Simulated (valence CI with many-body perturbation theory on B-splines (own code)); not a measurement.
## Questions on Ir XXIX

Computed by relativistic CI+MBPT: three valence electrons over a frozen Dirac-Fock core [Kr] 4d10, radial functions for each j: 7 s, 7 p, 7 d, 7 f, 4 g, 2 h, with the one-electron correlation potential Σ1, the two-electron term Σ2, the three-electron term Σ3, Breit, model QED; selected CI, second order for the rest, scaled by the run's own slope (own B-spline code, finite nucleus).

No measured spectrum was set against this ion. As an estimate, large intervals hold to a few tenths of a per cent, small ones and those within an open d or f shell to about a per cent. Excitations out of the core, of the other parity, are not computed and may begin above about 175 eV (a cautious bound); beyond it only levels of the ground parity were kept, without lifetimes.

Levels are named by their leading jj configuration (3d3/2^4 stands for four electrons in 3d with j = 3/2), which in mixed levels can hold well under half, so a name can repeat and another be missing.

Rates and lifetimes use the calculated energies. Strong lines usually hold to 10 to 20 %, long lifetimes can be off by a factor of two.

(1) What is the ground level?

(2) Name the longest-lived excited levels whose lifetime is computed, and their main decay.

(3) What is the ionisation energy?

(4) How well does LS coupling describe the low levels?

(5) Where does the other parity begin?

## Answers

(1) (4f5/2^3) J=9/2, composition 79 % 4f³ ⁴I° + 19 % 4f³ ²H°, g = 0.767.

(2) (4f5/2^3) J=5/2 at 7.06 eV lives 10.9 ms, mostly by M1 to (4f5/2^3) J=3/2; (4f5/2^2 4f7/2) J=7/2 at 8.24 eV lives 7.02 ms, mostly by M1 to (4f5/2^3) J=9/2; (4f5/2 4f7/2^2) J=15/2 at 8.43 eV lives 6.95 ms, mostly by M1 to (4f5/2 4f7/2^2) J=13/2. The lifetime of (4f5/2^3) J=3/2 is too uncertain to give, and may be longer.

(3) 958.2 eV; NIST lists 980 ± 50 eV (theoretical).

(4) Among the lowest 20 levels the leading LS term, summed over configurations, holds 60 % on average. For single configurations the figures are 60 % in LS and 74 % in jj coupling. Terms mix most in the J = 3/2 level at 11.79 eV, where the leading one holds 29 %.

(5) At (4f5/2^2 5s) J=7/2, 152.14 eV.
